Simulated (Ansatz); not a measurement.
Ansatz (a program for electronic structure) input:

Ansatz 0.2 input:
```yaml
crystal:
  periodic: [false, false, false]
  atoms:
    - {symbol: C, position_ang: [2.76971514, -0.62235607, 0.25308902]}
    - {symbol: O, position_ang: [1.48893568, -1.16060206, -0.05018242]}
    - {symbol: Ga, position_ang: [-0.00354554, -0.21368559, -0.04853868]}
    - {symbol: Cl, position_ang: [0.03116380, 1.88708421, 0.42929404]}
    - {symbol: O, position_ang: [-1.52532681, -1.02124335, -0.44385531]}
    - {symbol: C, position_ang: [-2.78567845, -0.36367171, -0.47936080]}
    - {symbol: H, position_ang: [3.43192975, -0.77331660, -0.60299968]}
    - {symbol: H, position_ang: [3.18518157, -1.15234428, 1.11375392]}
    - {symbol: H, position_ang: [2.74127241, 0.44616047, 0.48491967]}
    - {symbol: H, position_ang: [-2.72446431, 0.69446527, -0.20954250]}
    - {symbol: H, position_ang: [-3.20147276, -0.44032965, -1.48707094]}
    - {symbol: H, position_ang: [-3.46541085, -0.85988314, 0.21757218]}
basis:
  gaussian:
    orbitals: def2-TZVPD
hamiltonian:
  xc: {name: B2PLYP}
magnetization: {spin_polarized: false}
correlation: {electrons: outside_noble_gas}
```

Q: Which total energy does the run end on?

A: -2614.81131 Eh (B2PLYP/def2-TZVPD). The basis has 308 functions.
